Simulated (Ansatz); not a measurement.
Species: GaBr2 (charge -1, singlet). SMILES of the parent species: [Br][Ga][Br]
Geometry from a B3LYP-D3(BJ)/def2-TZVP (Ansatz, a first-principles code) optimisation:
```xyz
3

Ga     1.0628    -0.1916    -0.3572
Br    -0.6181     1.6425    -1.1158
Br    -0.3233    -1.4728     1.4322
```
Charge -1, spin multiplicity 1.

Parts of the frozen-core correlation energy in STO-3G (Ansatz, hartree). Frozen orbitals: 42; correlated occupied orbitals by spin: 9 and 9; virtual: 3 and 3. No spin-orbit coupling. No relativistic terms. The restricted reference is unstable. The program attaches cautions to this run: above unrestricted.

```
term                             value
-------------------------  -----------
reference (HF)             -6990.20326
MP2 opposite-spin                  ___
MP2 same-spin                      ___
CCSD correlation                   ___
(T)                           -0.00096
FCI minus CCSD(T)              0.00140
T1 diagnostic                    0.010
largest doubles amplitude        0.081
```

Q: Fill in the missing entries.

A: 
- MP2 opposite-spin, value: -0.02327
- MP2 same-spin, value: -0.00218
- CCSD correlation, value: -0.03612
